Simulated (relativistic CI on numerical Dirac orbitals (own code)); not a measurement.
# V³⁺: resonant inelastic scattering at the M2,3 edge

Computed with this model: Dirac-Coulomb-Breit CI, KLI orbitals optimised for each configuration, model QED, valence Slater integrals scaled by 0.9, Kramers-Heisenberg scattering through one core-hole configuration in a parametric crystal field; configurations [Ar] 3d2 → [Ne] 3s2 3p5 3d3; 300 K; core-hole width 0.48 eV; summed over polarisations. Incident energies are the highest absorption maxima for each field (at most a few, so the weaker spin-orbit partner edge can be absent), on the computed scale of the free ion. Intensities are in per cent of the strongest line above 0.02 eV; levels within 1 cm⁻¹ are merged; final levels count from the ground level, the first row holds all elastic scattering, lines under 0.4 are left out and each table stops after 24 rows. The scale of the Slater integrals is a model choice and moves the terms in proportion.

Field parameters in Wybourne normalisation: Oh B⁴₀ = 21Dq, B⁴₄ = √(5/14) B⁴₀. The field is a parameter set, without covalency.

S is read from ⟨S²⟩ = S(S + 1).

Oh, 10Dq = 4100 cm⁻¹:

```tsv
Final level (eV)	Degeneracy	Irrep	S	47.8 eV	53.7 eV	56.9 eV
0.000	2	E	1.00	76.7	241.9	80.8
0.003	3	T2	1.00	14.7	19.1	16.1
0.038	3	T1	1.00	6.5	41.5	16.0
0.057	1	A1	1.00	1.1	14.7	4.0
0.436	1	A2	1.00	6.8	16.2	19.4
0.440	3	T2	1.00	21.0	55.8	47.6
0.455	3	T1	1.00	10.6	29.3	28.4
0.457	2	E	1.00	7.2	22.8	17.9
0.958	3	T2	1.00	3.4	100.0	37.6
1.661	3	T2	0.01	0.0	1.0	0.4
1.761	2	E	0.01	0.0	0.4	0.1
2.155	1	A1	1.00	0.0	0.7	20.9
2.167	3	T1	1.00	0.1	2.6	46.6
2.189	3	T2	1.00	0.3	3.5	22.3
2.190	2	E	1.00	0.1	2.7	16.7
```

Oh, 10Dq = 9300 cm⁻¹:

```tsv
Final level (eV)	Degeneracy	Irrep	S	48.2 eV	54.1 eV	57.5 eV
0.000	2	E	1.00	77.5	218.5	47.7
0.001	3	T2	1.00	11.5	32.7	8.2
0.036	3	T1	1.00	9.5	60.2	9.8
0.053	1	A1	1.00	1.8	23.4	2.6
1.012	1	A2	1.00	6.1	6.5	14.3
1.016	3	T2	1.00	18.5	24.2	35.7
1.030	3	T1	1.00	11.4	17.0	23.0
1.031	2	E	1.00	7.4	11.9	16.5
1.711	3	T2	0.01	0.0	0.6	0.2
2.177	3	T2	1.00	1.5	100.0	41.9
2.666	1	A1	1.00	0.1	1.4	15.3
2.678	3	T1	1.00	0.5	5.2	35.6
2.697	3	T2	1.00	0.9	7.8	20.5
2.697	2	E	1.00	0.5	5.1	14.4
3.038	3	T2	0.01	0.2	0.6	0.1
```

Oh, 10Dq = 14500 cm⁻¹:

```
Final level (eV)  Degeneracy  Irrep     S  48.6 eV  54.4 eV  58 eV
           0.000           2      E  1.00     80.6    259.2   25.8
           0.001           3     T2  1.00      8.9     48.6    4.5
           0.034           3     T1  1.00     12.8     81.3   10.9
           0.051           1     A1  1.00      2.6     29.7    4.1
           1.610           3     T2  0.95     14.1     13.4   18.0
           1.613           1     A2  1.00      5.1      4.9    7.0
           1.632           3     T1  1.00     11.0      6.1   17.8
           1.632           2      E  1.00      7.8      4.8   13.3
           1.726           3     T2  0.14      0.8      2.4    2.0
           1.765           2      E  0.00      0.2      1.1    0.1
           3.225           1     A1  1.00      0.3      1.5    9.6
           3.238           3     T1  1.00      0.9      5.7   28.6
           3.255           3     T2  1.00      1.4      8.4   28.1
           3.256           2      E  1.00      0.8      5.3   18.2
           3.420           3     T2  0.99      0.8    100.0   22.4
           3.594           3     T2  0.04      0.3      5.7    0.8
           5.339           2      E  0.00      0.1      0.9    0.0
```

For the first field the strongest loss at the lowest incident energy is the level at 0.44 eV (S = 1.00, against 1.00 in the thermal ground state).
